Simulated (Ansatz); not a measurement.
The cluster Ni3⁻. The state is a doublet with charge -1. Geometry relaxed at PBE0-D4/def2-TZVPD.

```xyz
3

Ni    0.1890    1.1183   -0.8259
Ni    1.0706   -0.5049    0.7531
Ni   -1.2596   -0.6134    0.0728
```

The charge -1 doublet is spin-contaminated (final ⟨S²⟩ up to 2.74, 0.75 for a pure state). The relaxation made no stability test and no search for a lower SCF solution. The geometry of the doublet was relaxed on an unsound state (⟨S²⟩ 2.74, where a pure state has 0.75). At PBE0-D4/def2-TZVPD a sextet of charge -1 lies 0.28 eV below the doublet, each at its own geometry. The structure comes from a short search, and lower isomers may exist.

**Question.** Estimate the harmonic wavenumbers at UKS PBE0-D4/def2-TZVPD (Ansatz, unscaled). Is this a minimum?

**Answer.** 156, 156, 221 cm⁻¹. Yes, no mode is imaginary beyond noise. Zero-point energy 3.2 kJ/mol. It took 1.9 min on 4 threads of Arm Neoverse V2 on a shared host, peak host memory 0.97 GiB.
